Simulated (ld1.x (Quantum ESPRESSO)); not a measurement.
Transferability test, TM potential for iron

- Element: Fe
- Generator: ld1.x (Quantum ESPRESSO) 7.5
- Type: norm-conserving Troullier–Martins (Kleinman–Bylander form)
- Functional: PBE
- Relativity: scalar-relativistic
- Frozen core: [Ne]
- Valence charge: 16
- Reference configuration: 3s2 3p6 3d6 4s2 4p0
- Partial waves: 3s (bound): rc 0.75 bohr; 3p (bound): rc 1.00 bohr; 3d (bound): rc 0.95 bohr; 4f channel at 0.15 Ry: rc 0.95 bohr
- Local potential: all-electron potential smoothed inside 0.60 bohr (lloc = -1)
- Core correction: Bessel-smoothed model core inside 0.50 bohr

Occupied shells without a wave of their own: 4s. They enter only through the test configuration that unscreens the potential, and ld1.x also counts them in the model core charge.

Energies are relative to the spin-unpolarised reference configuration 3s2 3p6 3d6 4s2 4p0; without spin polarisation the order of configurations can differ from experiment. The frozen-core shift is the all-electron ΔE with the core orbitals held at their reference shape minus the fully relaxed ΔE.

ld1.x takes every shell without a wave as core, so the model core holds the 4s electrons as well and exchange and correlation see them twice. This cancels in the reference configuration, but the file is broken for other ones, and its errors say nothing about a proper core correction.

```
valence configuration  charge  ΔE all-electron (eV)  error AE − PS (meV)  frozen-core shift (meV)
  3s2 3p6 3d6 4s1 4p0      +1                 8.729                 -976                     +0.9
  3s2 3p6 3d6 4s0 4p0      +2                24.932                -2877                     +2.3
  3s2 3p6 3d5 4s0 4p0      +3                59.155                -4579                     -0.8
  3s2 3p6 3d7 4s0 4p0      +1                 6.636                -1494                     +4.4
  3s2 3p6 3d4 4s0 4p0      +4               112.245                -6494                     -4.3
3s2 3p6 3d6 4s1.5 4p0    +0.5                 3.484                 -391                     +0.4
  3s1 3p6 3d6 4s2 4p0      +1               101.878                 +201                      +14
```

These tests converged, but a pseudo level misses the all-electron one widely, so the file describes the atom poorly there or has found another state: 3s2 3p6 3d6 4s0 4p0: empty 4s by 2.5 eV; 3s2 3p6 3d5 4s0 4p0: empty 4s by 4.2 eV (a node warning on the way); 3s2 3p6 3d4 4s0 4p0: empty 4s by 8.0 eV. A variational frozen-core shift is positive and of second order in the change. This column holds negative values, so the frozen-core run of ld1.x carries numerical noise or an error of first order here, and the column gives no more than the rough size of the effect.

The potential misses its own reference levels by up to 0.6 eV.
